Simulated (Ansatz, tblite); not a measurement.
Forces on the cluster Zn7Se6I2 at its r2SCAN-D4/def2-SVP geometry. The state is a singlet with charge 0.

In the def2 sets I takes a core potential; there is no spin–orbit coupling. The xTB rows come from tblite. Single mean-field runs in def2-SVP are fitted with def2-universal-jkfit. The structure comes from a short search, and lower isomers may exist.

GFN1-xTB (tblite), largest force 0.80 eV/Å:

```xyz
15
positions Å, forces eV/Å
Zn   -3.036    1.252    0.634   -0.240    0.305    0.436
Zn   -0.915    1.761    2.732   -0.137    0.046    0.364
Zn    0.079    1.378    0.082    0.051    0.330   -0.156
Zn    1.252   -1.455   -2.046    0.592   -0.239   -0.088
Zn    1.885   -0.295    1.623    0.384   -0.376    0.327
Zn   -1.785   -0.141   -1.627   -0.103    0.113   -0.098
Zn    3.695   -1.767   -0.290    0.232   -0.104   -0.054
Se    3.784   -1.540    1.972   -0.059    0.127    0.152
Se    0.044   -1.100    0.048    0.002    0.140   -0.020
Se   -1.713    2.274   -1.160    0.124    0.016   -0.132
Se    1.299    2.049    2.074    0.169    0.233    0.177
Se    3.464   -1.788   -2.553   -0.151   -0.064   -0.070
Se   -3.119    1.393    2.961   -0.047    0.094    0.003
I    -4.169   -0.796   -0.671   -0.620   -0.479   -0.074
I    -0.765   -1.224   -3.778   -0.196   -0.141   -0.766
```

GFN2-xTB (tblite), largest force 0.75 eV/Å:

```
Zn -0.182 0.045 0.354
Zn -0.105 -0.102 0.280
Zn 0.098 0.405 -0.038
Zn 0.514 -0.088 -0.416
Zn 0.475 -0.360 0.456
Zn -0.320 0.002 -0.237
Zn 0.260 -0.124 0.026
Se 0.001 0.063 0.355
Se -0.360 -0.221 0.373
Se 0.088 0.236 -0.340
Se 0.439 0.484 -0.013
Se -0.113 -0.001 -0.225
Se -0.229 0.052 0.123
I -0.319 -0.303 -0.148
I -0.247 -0.089 -0.550
```

PBE-D4/def2-SVP (Ansatz), largest force 0.34 eV/Å:

```
Zn 0.029 -0.024 -0.051
Zn 0.061 -0.007 0.006
Zn 0.043 -0.033 -0.025
Zn -0.081 0.030 0.041
Zn -0.099 0.018 -0.031
Zn 0.010 -0.029 0.006
Zn -0.015 -0.005 -0.005
Se 0.179 -0.083 0.272
Se -0.094 -0.154 0.064
Se -0.066 0.245 -0.171
Se 0.223 0.207 0.082
Se 0.166 -0.047 -0.290
Se -0.259 -0.041 0.194
I -0.069 -0.060 -0.008
I -0.028 -0.017 -0.085
```
